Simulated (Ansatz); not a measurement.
Two isomers of CH8Al2Si: A = `[CH3][Al]([AlH2])[SiH3]`, B = `C[SiH2][AlH][AlH2]`.

Calculated with Ansatz (gas phase, PBE0-D4/def2-TZVP geometries, no zero-point term in ΔE). CBS: MP2 limit from def2 TZ/QZ plus the TZ coupled-cluster correction, frozen cores. DFT in def2-TZVPP. B3LYP here is the variant with VWN-RPA as its local correlation; programs differ in this. One conformer a species, not always the lowest.

Which isomer does CCSD(T)/CBS put lower? Give the gap. (Best estimate.)

The calculation gave: A, by 7.7 kJ/mol.

Give E(B) − E(A) in kJ/mol with MP2/def2-TZVPP, PBE-D4, CCSD/def2-TZVPP, B3LYP, r2SCAN-D4, HF/def2-TZVPP, B3LYP-D4. (Best estimate.)

Computed: MP2/def2-TZVPP 8.3, PBE-D4 8.7, CCSD/def2-TZVPP 7.1, B3LYP 9.3, r2SCAN-D4 8.9, HF/def2-TZVPP 3.3, B3LYP-D4 7.9. None reverses the order clearly.

Largest T1 diagnostic: 0.012.

In def2-TZVPP, CCSD(T) changes the Hartree–Fock value by +4.5 kJ/mol (the triples alone add +0.8 kJ/mol) and MP2 by +4.9 kJ/mol.
